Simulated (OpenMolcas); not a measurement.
**I4+: effect of the IPEA shift**

- Program: OpenMolcas 26.06
- Basis: ANO-RCC-VQZP [8s7p5d3f2g]
- Scalar Hamiltonian: DKH2, point nucleus
- Active space: 3 electrons in 9 orbitals (RAS2 5s 5p; RAS3 5d, at most 2 electrons)
- State averaging: 2S+1 = 4 odd, 1 root; 2S+1 = 2 odd, 11 roots; 2S+1 = 4 even, 3 roots; 2S+1 = 2 even, 9 roots
- Spin-orbit coupling: state interaction with AMFI integrals over the reference wave functions, term energies averaged over their components

Methods on the same reference wave functions:
A. RASSCF
B. MS-RASPT2, IPEA 0.25 Eh, imaginary shift 0.1 Eh (closed shells correlated: 4d)
C. MS-RASPT2, IPEA 0.5 Eh, imaginary shift 0.1 Eh (closed shells correlated: 4d)

Energies in cm⁻¹ above 5s² 5p ²P°_1/2.

| Level | A | B | C |
| --- | --- | --- | --- |
| 5s² 5p ²P°_1/2 | 0.0 | 0.0 | 0.0 |
| 5s² 5p ²P°_3/2 | 10384 | 10460 | 10460 |
| 5s 5p² ⁴P_1/2 | 74213 | 81300 | 81430 |
| 5s 5p² ⁴P_3/2 | 78840 | 86120 | 86230 |
| 5s 5p² ⁴P_5/2 | 84074 | 91160 | 91290 |
| 5s 5p² ²D_3/2 | 105370 | 108040 | 108420 |
| 5s 5p² ²D_5/2 | 107068 | 110160 | 110510 |
| 5s 5p² ²P_3/2 | 144162 | 136360 | 137070 |

Between B and C the level of the table that moves most is 5s 5p² ²P_3/2, by 710 cm-1 (lowest in B, highest in C). Moves below CASPT2's spread within the term are not significant.

The lowest spin-free term lies below A's lowest term by 0.478 hartree in B, 0.477 hartree in C.

CASPT2 does not keep the components of a term degenerate, so their means are used; among the terms shown or strongly mixed into the levels shown the widest spread is 52 cm-1 (5s 5p² ²D, C). Active for correlation alone: 5d; no level in the range computed is led by a configuration that fills it, so any true level of that kind is missing. Only configurations of the active space appear. The table leaves out levels that lie high or whose names do not pair safely across all columns.

° marks odd parity.
